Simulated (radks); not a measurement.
Question: Species: Ne II. Configuration: [He] 2s2 2p5. Method: non-relativistic Kohn-Sham, PW91, spin-unpolarised, spherical densities, point nucleus; computed with a radial shooting solver on a logarithmic mesh with Libxc functionals. Some entries of the table are withheld. Estimate them.

orbital  occ.  eigenvalue (eV)  <1/r> (bohr^-1)  <r^2> (bohr^2)
1s          2        -852.8008            9.604         0.03375
2s          2         -55.5782              (1)             (2)
2p          5         -32.4130            1.541             (3)

Answer: 
(1) 2s <1/r> (bohr^-1): 1.688
(2) 2s <r^2> (bohr^2): 0.9047
(3) 2p <r^2> (bohr^2): 1.010
